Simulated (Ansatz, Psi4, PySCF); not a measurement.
CrF2O2 (SMILES [O]=[Cr](=[O])([F])[F]), singlet, at a GFN2-xTB geometry (such geometries of metal compounds can be far from the true shape). Base run: WB97M-V/STO-3G in PySCF.

Geometry (Å):
```xyz
5

Cr     0.0521    -0.0092     0.0171
O      1.2351    -0.3345    -0.9273
O      0.5021     0.0283     1.4981
F     -0.5671     1.4870    -0.3938
F     -1.1160    -1.1904    -0.1593
```
All else is at PySCF's defaults.

The same geometry, method and basis name were run in Ansatz (a quantum-chemistry and plane-wave program) and Psi4 and PySCF, at each program's defaults and at the settings that a row names. The base is PySCF at its defaults. Differences at the defaults can come from grids, fitting, cores and function types together.

| code and settings | ΔE vs base (mEh) | basis functions | E (Eh) | SCF cycles | dipole (D) |
|---|---|---|---|---|---|
| PySCF, defaults (exact integrals, its default grid, spherical functions) | 0.000 | 38 | -1378.97048 | 14 | 1.15 |
| Psi4, defaults (density fitting with its default set, its default grid, spherical functions) | -2.687 | 38 | -1378.97317 | 10 | 1.15 |
| Ansatz, defaults (factorised integrals, its default grid, spherical functions) | -0.025 | 38 | -1378.97051 | - | - |
| PySCF, density fitting with def2-universal-jkfit | -2.591 | 38 | -1378.97307 | 14 | 1.15 |
| PySCF, fine grid | -0.023 | 38 | -1378.97051 | 14 | 1.15 |
| Psi4, exact integrals, spherical functions, fine grid | -0.073 | 38 | -1378.97056 | 14 | 1.15 |
| Ansatz, high accuracy | -0.024 | 38 | -1378.97051 | - | - |
